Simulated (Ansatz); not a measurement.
Gas-phase reaction in SMILES: CB(F)F [difluoro(methyl)borane] → [CH2-]B(F)F + H+
Structures are relaxed separately at B3LYP-D3(BJ)/def2-TZVP in Ansatz (a program for electronic structure), one conformer each, not searched for the lowest.

Quantity: gas-phase deprotonation energy (electronic energy difference), in eV. Cores are frozen in the correlated levels unless marked. No spin-orbit coupling. No relativistic terms. Anions need diffuse functions: aug- sets have them; def2-D sets add few; the other sets have none. Basis-set limits of correlation are two-point, X^-3; Hartree-Fock from the larger set. [CCSD(T)-MP2]/basis is that difference in the basis named.

| level | program | gas-phase deprotonation energy (eV) |
|---|---|---|
| PBE/def2-TZVPD | Ansatz | 16.31 |
| B3LYP/def2-TZVPD | Ansatz | … |
| BHLYP-D4/def2-TZVPD | Ansatz + dftd4 | 16.56 |
| RPA@PBE/cc-pVQZ | Ansatz | … |
| CCSD/aug-cc-pVDZ | Ansatz | 16.37 |
| RI-MP2/CBS(aug-cc-pVTZ,aug-cc-pVQZ)+[CCSD(T)-MP2]/aug-cc-pVTZ | Ansatz | … |

### Question
Fill in the missing entries.

### Answer

- B3LYP/def2-TZVPD, gas-phase deprotonation energy (eV): 16.41
- RPA@PBE/cc-pVQZ, gas-phase deprotonation energy (eV): 16.72
- RI-MP2/CBS(aug-cc-pVTZ,aug-cc-pVQZ)+[CCSD(T)-MP2]/aug-cc-pVTZ, gas-phase deprotonation energy (eV): 16.45
